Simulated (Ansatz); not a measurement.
`Sc1ccc(-c2ccc(-c3ccccc3)cc2)cc1`, relaxed as a singlet with RKS r2SCAN-D4/def2-SVP in Ansatz, starting from the GFN2-xTB geometry. Force threshold 0.03 eV/Å.

Start:

```xyz
33

S    -4.6828    3.7638   -3.9277
C    -3.5181    2.8281   -2.9814
C    -2.5742    2.0094   -3.5863
C    -1.6879    1.2931   -2.8071
C    -1.7166    1.3831   -1.4169
C    -0.7708    0.6169   -0.5967
C    -0.1845    1.1805    0.5347
C     0.7137    0.4620    1.2974
C     1.0478   -0.8486    0.9622
C     2.0087   -1.6126    1.7717
C     1.7696   -2.9478    2.0888
C     2.6768   -3.6642    2.8469
C     3.8417   -3.0623    3.2921
C     4.0910   -1.7363    2.9810
C     3.1806   -1.0156    2.2310
C     0.4508   -1.4164   -0.1615
C    -0.4376   -0.6940   -0.9314
C    -2.6693    2.2120   -0.8258
C    -3.5640    2.9250   -1.5959
H    -4.2639    3.3425   -5.1200
H    -2.5324    1.9299   -4.6635
H    -0.9472    0.6724   -3.2887
H    -0.4221    2.1991    0.8053
H     1.1512    0.9142    2.1759
H     0.8548   -3.4176    1.7573
H     2.4745   -4.6959    3.0958
H     4.5534   -3.6254    3.8770
H     4.9975   -1.2608    3.3263
H     3.3857    0.0147    1.9789
H     0.7000   -2.4291   -0.4440
H    -0.8949   -1.1574   -1.7937
H    -2.7255    2.2798    0.2505
H    -4.3060    3.5579   -1.1322
```

Task: Estimate the energy that the relaxation releases and the steps that it takes.

Result: 15.8 kJ/mol, in 8 steps; 24 s on 2 threads of AMD EPYC 7R13 on a shared host and a share (18 GiB) of an NVIDIA H100 80GB HBM3. The force fell under the threshold at step 5, but the optimiser went on and released 0.003 eV more. No frequencies were taken in this run, so the end may be a saddle point.

Task: Does the start keep its bonding?

Result: By distances, no bond broke or formed. The bond that changes most is S1–H20, from 1.33 to 1.35 Å (atoms count from 1).

Task: Predict the relaxed structure.

Result: 
```xyz
33

S    -4.7260    3.8439   -3.9388
C    -3.5621    2.8771   -3.0229
C    -2.6971    1.9445   -3.6180
C    -1.8016    1.2177   -2.8359
C    -1.7307    1.3927   -1.4411
C    -0.7748    0.6224   -0.6189
C    -0.1678    1.1894    0.5182
C     0.7365    0.4653    1.2909
C     1.0753   -0.8619    0.9661
C     2.0364   -1.6309    1.7872
C     1.8688   -3.0139    1.9934
C     2.7758   -3.7387    2.7680
C     3.8722   -3.0985    3.3541
C     4.0523   -1.7258    3.1579
C     3.1450   -1.0002    2.3843
C     0.4667   -1.4301   -0.1690
C    -0.4355   -0.7051   -0.9436
C    -2.6047    2.3322   -0.8603
C    -3.5063    3.0616   -1.6306
H    -4.4349    3.3279   -5.1520
H    -2.7138    1.7914   -4.7013
H    -1.1196    0.5177   -3.3270
H    -0.3940    2.2246    0.7897
H     1.1778    0.9317    2.1765
H     0.9994   -3.5195    1.5632
H     2.6197   -4.8105    2.9230
H     4.5831   -3.6668    3.9609
H     4.9123   -1.2166    3.6031
H     3.3112    0.0675    2.2145
H     0.7200   -2.4539   -0.4593
H    -0.9028   -1.1842   -1.8089
H    -2.5992    2.4749    0.2240
H    -4.1815    3.7741   -1.1475
```
Bond lengths: 20 × C–C 1.39 to 1.48 Å; 1 × C–S 1.77 Å; 13 × C–H 1.09 Å; 1 × H–S 1.35 Å.
